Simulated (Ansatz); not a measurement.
Start from `CC[CH](F)[AlH2]` and change one atom or group to get `F[CH2][AlH2]`.

Ansatz, PBE0-D4/def2-TZVP geometries, multiplicity 1. Each molecule was computed in one conformer, which needn't be the lowest.

```tsv
property	`CC[CH](F)[AlH2]`
HOMO energy (ωB97M-V/def2-TZVPP) / eV	-9.70
size of the dipole moment (B3LYP/def2-TZVPP) / D	1.58
LUMO energy (ωB97M-V/def2-TZVPP) / eV	-0.02
HOMO energy (PBE/def2-TZVPP) / eV	-6.08
HOMO energy (PBE0/def2-TZVPP) / eV	-7.44
LUMO energy (PBE0/def2-TZVPP) / eV	-1.59
```

Problem. Give the same properties after the change, and the shifts. (Best estimate.)

Solution. Ansatz gave: 
```csv
property,`F[CH2][AlH2]`,shift
HOMO energy (ωB97M-V/def2-TZVPP) / eV,-10.12,-0.42
size of the dipole moment (B3LYP/def2-TZVPP) / D,1.55,-0.03
LUMO energy (ωB97M-V/def2-TZVPP) / eV,-0.01,0.01
HOMO energy (PBE/def2-TZVPP) / eV,-6.40,-0.32
HOMO energy (PBE0/def2-TZVPP) / eV,-7.84,-0.40
LUMO energy (PBE0/def2-TZVPP) / eV,-1.60,-0.01
```

Dipoles are sizes alone; their direction can turn.

B3LYP here is the variant with VWN-RPA as its local correlation; programs differ in this.
